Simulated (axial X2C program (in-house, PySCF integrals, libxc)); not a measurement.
# How long does InC⁺ take?

A bond scan computed with an in-house relativistic program for diatomic molecules. Basis: In dyall-cv3z [11s12p9d4f1g], C dyall-v3z [7s6p2d1f] (cores contracted in-house).

Input file and command:
```json
{"zs": [49, 6], "q": 1, "bas": ["dyall-cv3z", "dyall-v3z"], "levels": ["PBE0", "HF", "B97-3"], "cc": true, "r0": 2.03, "thr": -1.0, "nmax": 90, "npts": 10, "nst": 2, "ntry": 6}
```
```bash
python so2c.py task.json out
```

Keys: zs atomic numbers; q charge; bas basis sets; levels methods; cc coupled cluster on or off; r0 starting distance in Å; thr threshold in hartree for freezing inner shells (an s shell follows its p shell); nmax most natural virtual spinors; npts points on the curve; nst determinants followed; ntry starts of the search. HF also brings MP2.

Hardware: 1 thread of Intel(R) Xeon(R) Processor @ 2.30GHz (shared host).

Wall time of one point of each curve, integrals apart:

```csv
Hamiltonian,level,points,seconds a point
spin-free,PBE0,10,0.63
spin-free,HF,10,0.34
spin-free,"CCSD(T) (6 electrons, 88 virtuals)",7,3.2
spin-free,B97-3,10,0.67
2c,PBE0,10,0.8
2c,HF,10,0.62
2c,"CCSD(T) (6 electrons, 88 virtuals)",7,4.2
2c,B97-3,10,0.83
```

The rest:

Search with its distance optimisation 34 s, atoms 11 s, whole task 140 s. Coupled cluster runs on the points near the minimum only. The program drops outer points, and coupled cluster, when its time limit (not in the input) nears; MP2, further determinants and curves that did not converge are not in the table.
